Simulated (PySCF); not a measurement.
Cartesian coordinates (Å):
SMILES: [SiH2]([O])O
```xyz
6

O     -1.3125     1.3192    -0.1875
Si    -0.3472     0.0007    -0.0091
O      1.2366     0.4003    -0.0077
H     -0.7613    -0.6010     1.2889
H     -0.6875    -0.8819    -1.1595
H      1.9019    -0.2824     0.0823
```
Charge 0, spin multiplicity 2.

Task: Estimate the dipole moment, total energy and highest occupied spin orbital that PBE0-D4/def2-TZVP (PySCF 2.14.0) returns for this input.

Result: 
The dipole moment comes out as 3.05 D and the total energy comes out as -12014.89 eV. The highest occupied spin orbital is -9.11 eV.
